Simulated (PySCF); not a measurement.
Compound: SbH2Cl.
Bonds: Sb1–Cl4. Hydrogens: H2, H3 on Sb1.

Method: PySCF, PBE0-D3(BJ)/def2-SVP geometry optimisation, gas phase, def2 core potentials past Kr; density fitting, grid level 1; the optimiser is geomeTRIC in internal coordinates, started from a GFN2-xTB structure with every atom displaced at random (about 0.03 Å).

Geometry at step 4:
```
atom  x, y, z in Å
Sb1     0.1749    0.2021    0.7582
H2      1.4919    0.0589   -0.3048
H3     -0.6202    1.2966   -0.3049
Cl4    -0.9632   -1.6481   -0.1789
```

**Question.** Give the atomic forces at this geometry.

**Answer.** 
| atom | Fx (eV/Å) | Fy (eV/Å) | Fz (eV/Å) |
| --- | --- | --- | --- |
| Sb1 | -0.238 | 0.149 | 0.200 |
| H2 | 0.238 | 0.047 | -0.191 |
| H3 | 0.097 | 0.083 | 0.048 |
| Cl4 | -0.098 | -0.279 | -0.057 |

The largest, 0.34 eV/Å, acts on Sb1; the rms over all components is 0.164 eV/Å. The forces sum to zero within rounding, as they must for an isolated molecule in no field.

**Question.** Give the force on Sb1 in Eh/bohr and in nN.

**Answer.** 0.345 eV/Å ÷ 51.422 = 0.00671 Eh/bohr, and 0.345 eV/Å × 1.602 = 0.55 nN.

**Question.** How far is this geometry from the end of the optimisation?

**Answer.** 0.016 eV above it, and 0.034 Å rms away after alignment. The bonds farthest from their final lengths, with half the difference of the two atoms' forces along the bond (positive lengthens):

```csv
bond,now (Å),final (Å),force along bond (eV/Å)
Sb1–H2,1.699,1.721,+0.31
Sb1–Cl4,2.366,2.381,+0.18
```

The angle farthest from its final value is H3–Sb1–Cl4, 91.7° against 94.5°.

Of the 2 listed bonds off by 0.010 Å or more, this force points towards the final length in 2.

The cost below is that of the whole optimisation. The run took 11 s of wall time on one thread of an Intel Xeon Platinum 8488C, on a shared host, and the process peaked at 0.25 GiB of memory.
